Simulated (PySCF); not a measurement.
## Dipole moment and polarisability of `CO[SiH2]P[SiH2]C`

C2H11OPSi2.
Cartesian coordinates in Å at the PBE0-D3(BJ)/def2-SVP level; atoms count from 1:
```xyz
17
C2H11OPSi2 angstrom
C      3.2349   -0.3503    0.3148
O      2.3738    0.6380   -0.1797
Si     0.7368    0.6641    0.1051
P     -0.2282   -1.2554   -0.6002
Si    -2.2140   -0.8893    0.4235
C     -2.9074    0.8509    0.2522
H      3.2874   -0.3359    1.4194
H      4.2462   -0.1646   -0.0770
H      2.9238   -1.3637    0.0010
H      0.2303    1.8781   -0.5906
H      0.4539    0.7598    1.5760
H     -0.6186   -0.7561   -1.8811
H     -3.1832   -1.8793   -0.1397
H     -1.9901   -1.2168    1.8655
H     -2.2527    1.5992    0.7244
H     -3.8942    0.9094    0.7387
H     -3.0318    1.1220   -0.8074
```

Level: CAM-B3LYP/def2-SVPD (PySCF), static field, nuclei fixed, core orbitals frozen in the response. The polarisability tensor in these axes (au):

```
x   132.32   1.79  -2.63
y     1.79 106.91   3.31
z    -2.63   3.31  95.76
```

Give the principal values, the mean and the anisotropy Δα = √{½[(α1 − α2)² + (α2 − α3)² + (α1 − α3)²]}.

Principal values 94.61, 107.78 and 132.61 au; mean 111.67 au = 16.55 Å³ = 18.41 × 10⁻⁴⁰ C²·m²/J; Δα = 33.41 au (30 % of the mean).

What is the dipole moment, and where does it point?

(-0.61, 0.25, 0.38) D, 0.76 D in size, pointing from the negative to the positive side. Measured along this direction, the outermost atoms are H8 at the negative end and H16 at the positive end.

What would n − 1 = 2πNα be for an ideal gas of these molecules at 273.15 K and 1 atm, electronic part alone?

N = p/kT = 2.6868 × 10¹⁹ cm⁻³, so n − 1 = 2π × N × 16.55 × 10⁻²⁴ cm³ = 2793 × 10⁻⁶ at long wavelengths, for an ideal gas.

Molar refractivity from α?

Lorentz–Lorenz: R = (4π/3)N_A α = 2.5225 cm³/(mol·Å³) × 16.55 Å³ = 41.7 cm³/mol, in the limit of long wavelengths.

In TDDFT the mean static polarisability is Σ f/ω² over all singlet excitations (ω in hartree). How much of it do the 10 lowest give? Their energies (eV) and oscillator strengths: 6.11, 0.0050; 6.31, 0.0175; 6.65, 0.0643; 6.84, 0.0991; 6.96, 0.0350; 7.11, 0.0079; 7.26, 0.0814; 7.56, 0.0557; 7.65, 0.0238; 7.74, 0.0579.

They add up to 6.60 au, 5.9 % of the 111.67 au; the largest single term is 1.57 au, from the state at 6.84 eV. Terms in order: 0.10, 0.33, 1.08, 1.57, 0.53, 0.12, 1.14, 0.72, 0.30, 0.72 au. Higher excitations give the rest. The strengths listed sum to 0.448.

Find the Langevin capture rate constant for H3+ (3.023 u) meeting this molecule (138.009 u), k = 2.342 × 10⁻⁹ cm³/s × √(α in Å³ / reduced mass in u).

The reduced mass is 2.96 u, so k = 5.54 × 10⁻⁹ cm³/s. The formula leaves out the permanent dipole, which adds to the capture rate.

One conformer (not necessarily the lowest) at the PBE0-D3(BJ)/def2-SVP geometry, without solvent, vibrations or thermal averaging.

The run behind these numbers computed excited states and ΔSCF ions as well. On Arm Neoverse N1, one thread, on a shared host, this took 4.0 min of wall time.
